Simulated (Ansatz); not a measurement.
Stepwise reaction of `F[Si](F)(F)[SiH3]` with hydrogen chloride, as a gas-phase model of exchange steps in deposition or etching. ΔE in kJ/mol; ΔG adds harmonic PBE0-D4 terms to CCSD(T)/CBS, at 1 bar.

Computed with Ansatz on PBE0-D4/def2-TZVP structures; ΔE is electronic, products minus reactants. CBS: MP2 limit from def2 TZ/QZ plus the TZ coupled-cluster correction, frozen cores. This one scheme is used for every species. Functionals use def2-TZVPP. B3LYP here is the variant with VWN-RPA as its local correlation; programs differ in this.

| step | reaction | PBE-D4 | B3LYP-D4 | ωB97M-V | CCSD(T)/CBS | ΔG(500 K) |
| --- | --- | --- | --- | --- | --- | --- |
| 1 | `F[Si](F)(F)[SiH3]` + HCl → `F[Si](F)([SiH3])Cl` + H–F | 41.6 | 51.5 | 50.6 | 49.4 | 49.9 |

Problem. Give the row of step 2, `F[Si](F)([SiH3])Cl` + HCl → `F[Si]([SiH3])(Cl)Cl` + H–F. (Estimate.)

Solution. Ansatz gave: 
```json
{"step": "2", "reaction": "`F[Si](F)([SiH3])Cl` + HCl → `F[Si]([SiH3])(Cl)Cl` + H–F", "PBE-D4": "38.8", "B3LYP-D4": "48.5", "ωB97M-V": "47.6", "CCSD(T)/CBS": "45.1", "ΔG(500 K)": "50.2"}
```

Problem. By hand: ΔE of the 2 steps together at CCSD(T)/CBS.

Solution. (49.4) + (45.1) = 94.5 kJ/mol, or 47.2 kJ/mol a step.

In ΔE the steps differ by no more than 4.3 kJ/mol. All are uphill at CCSD(T)/CBS. ΔG lies between 49.9 and 50.2 kJ/mol a step. PBE-D4 differs from CCSD(T)/CBS by -7.8 to -6.3 kJ/mol a step. Isolated molecules leave out the surface, adducts and barriers. Largest T1 diagnostic: 0.013.
